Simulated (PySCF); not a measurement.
CH₃Cl₃Si, SMILES C[Si](Cl)(Cl)Cl. The structure is a stationary point at PBE-D3(BJ)/def2-SVP. The isomer is the one that the SMILES or the coordinates give; other isomers of the formula were not compared.

Question: Give the equilibrium geometry at PBE-D3(BJ)/def2-SVP (PySCF confirms it by a frequency run) as bond lengths and angles, and its point group. (The exact figures need the calculation; the answer reports its results.)

Answer: point group C3v.
Atoms: C1 Si2 Cl3 Cl4 Cl5 H6 H7 H8. Bond lengths (Å): C1–Si2 1.860, C1–H6 1.108, C1–H7 1.108, C1–H8 1.108, Si2–Cl3 2.069, Si2–Cl4 2.069, Si2–Cl5 2.069. Angles (°): Si2–C1–H6 110.0, Si2–C1–H7 110.0, Si2–C1–H8 110.0, H6–C1–H7 109.0, H6–C1–H8 109.0, H7–C1–H8 109.0, C1–Si2–Cl3 110.5, C1–Si2–Cl4 110.5, C1–Si2–Cl5 110.5, Cl3–Si2–Cl4 108.4, Cl3–Si2–Cl5 108.4, Cl4–Si2–Cl5 108.4.
